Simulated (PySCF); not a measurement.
Input file for PySCF: R-BP86/LANL2DZ on H2O2Zr (SMILES [OH][Zr][OH]), 2S+1 = 1.

```python
from pyscf import gto, scf, dft, mp
from pyscf.data.elements import chemcore

mol = gto.M(
    atom='''
    Zr   -0.03681204   -0.98617114   -0.23854875
    O     1.29099746    0.08198546   -1.08190658
    H     1.74981868    0.90284031   -1.26002497
    O    -1.31931020   -0.32628513    1.00042867
    H    -1.73856506    0.35727705    1.52293741
    ''',
    basis='lanl2dz',
    ecp={'Zr': 'lanl2dz'},
    charge=0, spin=0, verbose=3, max_memory=1800)
mf = dft.RKS(mol, xc='b88,p86')
mf.conv_tol = 1e-8
mf.max_cycle = 100
mf.kernel()
if not mf.converged:
    mf = mf.newton().run(mf.mo_coeff, mf.mo_occ)
```

Problem. Give the final energy of this run.

Solution. -198.3283 hartree.
